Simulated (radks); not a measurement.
Ce35+, 23 electrons, occupied as [Ar] 3d5. Calculated with a radial shooting solver on a logarithmic mesh with Libxc functionals: scalar-relativistic Kohn-Sham, PBE, spin-polarised, spherical densities, finite nucleus; open shells are filled with parallel spins first (spin-orbit coupling, left out, can overturn this in heavy ions); Fermi nuclear charge, rms radius 4.8771 fm.

Unscreened Slater integrals over Kohn-Sham orbitals (cm^-1). They are taken over the spin-up orbitals. Empty in this configuration: 4s.

integral     value
F0(3d,3d)   856170
F2(3d,3d)   439840
F4(3d,3d)   283850
F0(3d,3p)   796190
F2(3d,3p)   383750
G1(3d,3p)   414450
G3(3d,3p)   275690
F0(3d,3s)   786340
G2(3d,3s)   314240
F0(3d,2p)  1090600
F2(3d,2p)   320920
G1(3d,2p)   295570
G3(3d,2p)   170170
F0(3d,4s)   476460
G2(3d,4s)    45222
F0(3p,3p)   760870
F2(3p,3p)   382730
F0(3p,3s)   751780
G1(3p,3s)   489610
F0(3p,2p)  1010900
F2(3p,2p)   249740
G0(3p,2p)    99209
G2(3p,2p)   108750
F0(3p,4s)   467330
G1(3p,4s)    48333
F0(3s,3s)   744740
F0(3s,2p)   978010
G1(3s,2p)    97681
F0(3s,4s)   465270
G0(3s,4s)    36721
F0(2p,2p)  2177500
F2(2p,2p)  1032200
F0(2p,4s)   535060
G1(2p,4s)    28523
F0(4s,4s)   379670

Derived for the open shells (J is the average intra-shell exchange parameter used in DFT+U). 3d: Racah B = F2/49 - 5 F4/441 = 5758 cm^-1, C = 35 F4/441 = 22530 cm^-1, C/B = 3.91, F4/F2 = 0.645, J = (F2 + F4)/14 = 51690 cm^-1.
